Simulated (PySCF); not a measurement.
The multiplicity is imposed and other spin states were not computed.

Cartesian coordinates (Å):
```xyz
9

Pt     0.0074    -0.0888    -0.0455
O     -2.6069    -0.1513     1.7157
C     -1.6555    -0.0808     1.0700
O     -0.5873     1.3579    -2.7813
C     -0.3904     0.8726    -1.7553
O      2.2429     1.5130     1.4930
C      1.3947     0.9695     0.9344
S      1.1216    -3.3391    -0.6823
C      0.6210    -1.8906    -0.3950
```
Charge 0, multiplicity 1.

Q: Estimate the total energy, LUMO, mean C–O bond length of the carbonyls, HOMO and dipole moment that PySCF with TPSSh-D3(BJ)/def2-TZVP // TPSS-D3(BJ)/def2-SVP returns for this input.

A: 
| Property | Result |
|---|---|
| total energy | -895.8492 Ha |
| LUMO | -2.57 eV |
| mean C–O bond length of the carbonyls | 1.152 Å |
| HOMO | -6.84 eV |
| dipole moment | 0.57 D |
